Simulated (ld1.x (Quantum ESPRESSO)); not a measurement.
**Before and after: TM semilocal potential for phosphorus**

ld1.x (Quantum ESPRESSO) 7.5 input, shortened:

```
&input
   title='P', zed=15., rel=0, dft='PZ', iswitch=3,
   config='[Ne] 3s2 3p1'
 /
 &inputp
   pseudotype=1, tm=.true., lloc=1,
   nlcc=.false.
 /
2
3S  1  0   2.00   0.00  1.55  1.55  0.0
3P  2  1   1.00   0.00  1.45  1.45  0.0
 &test
   configts(1)='3s2 3p1'
 /
```

All-electron outer shells of the reference configuration (LDA (PZ), non-relativistic, ld1.x):

| shell | level (eV) | outermost node (bohr) | outermost maximum (bohr) |
| --- | --- | --- | --- |
| 3s | -33.92 | 0.66 | 1.52 |
| 3p | -24.41 | 0.63 | 1.68 |

Change: all radii scaled by about 1.16 (s 1.80, p 1.68 bohr).

Cutoffs: the cutoffs (Ry, on a coarse ladder) from which the occupation-weighted sum of valence levels, in a spherical-Bessel basis at the reference potential, stays within 10 and 1 mRy of its value at 400 Ry; they do not see the model core or the augmentation charge, which bear on the density cutoff. Errors are all-electron minus pseudo energies relative to the spin-unpolarised reference configuration.

Question: How do hardness, ghosts and transferability respond?

Answer: The potential gets softer (35 Ry and 50 Ry → 25 Ry and 45 Ry); of the 9 tests that both files solve, the error grows in 2 and shrinks in 0 by more than 15 % and 0.3 meV (median size 30.9 → 33.6 meV); neither file shows a bound ghost. A larger radius leaves more room for a smooth pseudo-wave, so fewer plane waves are needed. A semilocal file is local in each channel, so a ghost entry of none says nothing of the separable form that plane-wave codes build from it.

```tsv
quantity	base	changed
cutoff, loose	35 Ry	25 Ry
cutoff, tight	50 Ry	45 Ry
bound ghosts	none	none
error for 3s2 3p3, meV [ΔE -29.09 eV]	+39	+44
error for 3s2 3p2, meV [ΔE -19.26 eV]	+17	+19
error for 3s2 3p0, meV [ΔE 29.90 eV]	+40	+46
error for 3s2 3p3.3, meV [ΔE -30.43 eV]	+44	+49
error for 3s2 3p2.5, meV [ΔE -25.27 eV]	+29	+33
error for 3s1 3p3, meV [ΔE -10.29 eV]	+9.9	+13
error for 3s1 3p4, meV [ΔE -20.69 eV]	+27	+34
error for 3s2 3p1 (spin-polarised), meV [ΔE -0.27 eV]	+31	+32
error for 3s2 3p3 (spin-polarised), meV [ΔE -30.60 eV]	+162	+171
```
